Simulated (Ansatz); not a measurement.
One change: `[OH][Zr]([OH])([OH])[c]1ccccc1` becomes `[Li][c]1ccccc1`.

Ansatz, PBE0-D4/def2-TZVP geometries, multiplicity 1. Each molecule was computed in one conformer, which needn't be the lowest.

Elements past krypton have def2 core potentials.

| property | `[OH][Zr]([OH])([OH])[c]1ccccc1` |
| --- | --- |
| LUMO energy (PBE0/def2-TZVPP) / eV | -0.66 |
| HOMO energy (B3LYP/def2-TZVPP) / eV | -6.66 |
| HOMO–LUMO gap (ωB97M-V/def2-TZVPP) / eV | 9.60 |
| size of the dipole moment (B3LYP/def2-TZVPP) / D | 2.53 |
| HOMO energy (PBE0/def2-TZVPP) / eV | -6.90 |
| HOMO energy (ωB97M-V/def2-TZVPP) / eV | -8.93 |

(1) Give the same properties after the change, and the shifts. (Estimate.)

Results:

(1) The calculation gave: 
| property | `[Li][c]1ccccc1` | shift |
| --- | --- | --- |
| LUMO energy (PBE0/def2-TZVPP) / eV | -1.17 | -0.51 |
| HOMO energy (B3LYP/def2-TZVPP) / eV | -5.32 | 1.34 |
| HOMO–LUMO gap (ωB97M-V/def2-TZVPP) / eV | 7.15 | -2.45 |
| size of the dipole moment (B3LYP/def2-TZVPP) / D | 6.60 | 4.07 |
| HOMO energy (PBE0/def2-TZVPP) / eV | -5.51 | 1.39 |
| HOMO energy (ωB97M-V/def2-TZVPP) / eV | -7.82 | 1.11 |

With PBE0 the HOMO rises by 1.39 eV and the LUMO falls by 0.51 eV, so the gap narrows by about 1.90 eV. PBE moves the HOMO by 1.50 eV and ωB97M-V by 1.11 eV. Dipoles are sizes alone; their direction can turn.

Positive LUMOs are unbound, so they and the gaps depend on the basis.

B3LYP here is the variant with VWN-RPA as its local correlation; programs differ in this.
